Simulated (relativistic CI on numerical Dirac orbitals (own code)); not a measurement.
## Cr3+ in a cubic cluster: 3s photoemission with charge transfer

Computed with a charge-transfer multiplet model of a cubic metal-ligand cluster with up to 2 ligand holes, Slater and spin-orbit integrals from Dirac-Coulomb-Breit ions, Slater integrals scaled by 0.8. The ground state mixes d3 with configurations of k ligand holes L, whose averages lie at kΔ + k(k − 1)U_dd/2; a core hole lowers each added d electron by U_cd. 300 K, Lorentzian 1.4 eV and Gaussian 0.8 eV FWHM.

Atomic integrals in eV (Slater integrals scaled, ζ unscaled), ground: F2dd 8.574, F4dd 5.368, zeta_d 0.033; with the core hole: F2dd 9.419, F4dd 5.934, zeta_d 0.040, G2cd 9.414.

Cluster parameters (eV): Δ = 3.6, U_dd = 4.7, U_cd = 5.7, 10Dq(ligand) = 0.5, V(eg) = 1.75, V(t2g) = -0.91, final-state hopping factor = 1.

| Case | n_d | d3 | d4L | d5L2 | S |
| --- | --- | --- | --- | --- | --- |
| 10Dq = -0.1 eV | 3.50 | 0.55 | 0.40 | 0.05 | 1.50 |
| 10Dq = 0.2 eV | 3.48 | 0.56 | 0.39 | 0.04 | 1.50 |
| 10Dq = 0.5 eV | 3.46 | 0.58 | 0.38 | 0.04 | 1.50 |

Weights, n_d and S are thermal averages at 300 K. Binding energies count from the first peak over 30 % of the highest in each spectrum, which can be another peak from case to case. The parameters are a model scan and need not match a compound or its usual spin state. A negative ionic 10Dq is a model choice; hopping adds the covalent part of the field. Peaks in eV (height, largest 100):
- 10Dq = -0.1 eV: 0.0 (100), 4.1 (52), 6.0 (24), 9.2 (98), 16.6 (18)
- 10Dq = 0.2 eV: 0.0 (100), 4.0 (51), 9.1 (98), 16.4 (18)
- 10Dq = 0.5 eV: 0.0 (100), 4.0 (50), 9.0 (98), 16.3 (18)

Curve for 10Dq = 0.5 eV (points under 2 left out, the grid thinned):

(E (eV), Intensity): (-3.7, 5.1), (-3.2, 6.6), (-2.6, 9.5), (-2.1, 14.0), (-1.5, 25.4), (-1.0, 46.6), (-0.5, 81.2), (0.1, 98.2), (0.6, 69.0), (1.1, 39.5), (1.7, 23.5), (2.2, 20.0), (2.8, 23.8), (3.3, 35.3), (3.8, 48.8), (4.4, 44.1), (4.9, 31.0), (5.5, 24.5), (6.0, 23.3), (6.5, 22.4), (7.1, 24.2), (7.6, 33.1), (8.1, 54.7), (8.7, 91.5), (9.2, 94.1), (9.8, 58.6), (10.3, 34.6), (10.8, 22.2), (11.4, 14.6), (11.9, 11.2), (12.5, 8.9), (13.0, 8.0), (13.5, 7.8), (14.1, 8.6), (14.6, 10.1), (15.2, 13.2), (15.7, 16.3), (16.2, 18.3), (16.8, 15.6), (17.3, 10.6), (17.8, 7.0), (18.4, 4.8), (18.9, 3.5), (19.5, 2.5), (20.0, 2.0)

For the case 10Dq = 0.2 eV, Δ = 3.6 eV is smaller than U_dd = 4.7 eV, the charge-transfer side of the Zaanen-Sawatzky-Allen scheme. With the core hole the average of the configuration with one ligand hole lies at Δ − U_cd = -2.1 eV before mixing: the effective hopping of about 3.7 eV (from the holes of the mixed ground state) is comparable with this gap or larger, so the configurations mix strongly.

Without intra-shell correlation the exchange splitting of the 3s hole comes out too large.
